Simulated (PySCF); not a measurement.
Compound: C₄H₆NO₃S (charge -1).
Numbering: `[H]/[N:1]=[CH:2]\[C@@H:3]1[CH2:4][C@@H:5]1[S:6](=[O:7])(=[O:8])[O-:9]` (hydrogens: H10 on N1; H11 on C2; H12 on C3; H13, H14 on C4; H15 on C5)

Computed geometry: GFN2-xTB, gas phase.

(1) List the bond lengths, angles and torsions at this level.

Answers

(1) 
| bond | length (Å) |
| --- | --- |
| N1=C2 | 1.263 |
| C2–C3 | 1.466 |
| C3–C4 | 1.514 |
| C4–C5 | 1.475 |
| C5–S6 | 1.830 |
| S6=O7 | 1.460 |
| S6=O8 | 1.457 |
| S6–O9 | 1.461 |
| C3–C5 | 1.501 |
| N1–H10 | 1.025 |
| C2–H11 | 1.083 |
| C3–H12 | 1.092 |
| C4–H13 | 1.084 |
| C4–H14 | 1.080 |
| C5–H15 | 1.079 |

A selection of angles:
| angle | degrees |
| --- | --- |
| N1–C2–C3 | 126.5 |
| C2–C3–C4 | 119.1 |
| C2–C3–C5 | 119.2 |
| C4–C3–C5 | 58.6 |
| C3–C4–C5 | 60.3 |
| C4–C5–S6 | 116.1 |
| C3–C5–C4 | 61.1 |
| C3–C5–S6 | 116.2 |
| C5–S6–O7 | 103.2 |
| C5–S6–O8 | 104.5 |
| C5–S6–O9 | 105.3 |
| O7–S6–O8 | 114.0 |
| O7–S6–O9 | 113.9 |
| O8–S6–O9 | 114.3 |
| H10–N1–C2 | 113.4 |

Dihedral angles: N1–C2–C3–C4 -142° (anticlinal); C2–C3–C4–C5 -108° (anticlinal); C3–C4–C5–S6 107° (anticlinal); C4–C5–S6–O7 111° (anticlinal); C2–C3–C5–C4 108° (anticlinal); H10–N1–C2–C3 -3° (synperiplanar).

The 3-membered ring C3–C4–C5 has internal angles of 58.6° to 61.1°. S6 (sulfonyl sulfur) is distorted tetrahedral (angles from 103.2° to 114.3°). The 4 C–C bonds span 1.466 Å (C2–C3, drawn single) to 1.514 Å (C3–C4, drawn single), a spread of 0.048 Å. Of the pairs four or more bonds apart, O9···H11 is among the closest relative to their van der Waals radii: 2.21 Å, 81 % of the sum of Bondi's values. C2 (imine carbon) is planar (angles 126.5°, 118.1° and 115.4°, sum 360.0°, 0.01 Å off the plane of its three neighbours).

Point group: C1 (no symmetry element, even within 0.4 Å). No GFN2-xTB frequencies stand behind this structure, so it isn't proved a minimum.

One conformer stands for the species.
